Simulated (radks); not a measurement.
Kinetic energies: the exact non-interacting value of the Kohn-Sham orbitals and orbital-free approximations, as 100 (|E| - |E exact|)/|E exact|, negative where the magnitude is too small. Species: Ag+ [Kr] 4d10; Sc3+ [Ar]. Calculated with a radial shooting solver on a logarithmic mesh with Libxc functionals: non-relativistic Kohn-Sham, exchange-only PBE, spin-polarised, spherical densities, point nucleus. Every spin shell is full or empty, so the densities are truly spherical. Functionals are evaluated on that one density, not self-consistently.

functional,Ag+,Sc3+
exact (hartree),5196.86,757.994
Thomas-Fermi,-5.39,-6.90
von Weizsacker,-57.59,-43.98
TF + vW,+37.02,+49.12
TF + vW/9,-0.68,-0.67
TF + vW/5,+3.09,+4.31
APBEK,+0.13,+0.17
Perdew 92,-0.67,-0.66
PG1,+15.46,+22.10
DePristo-Kress,-0.08,0.00
Ernzerhof,-0.39,-0.15
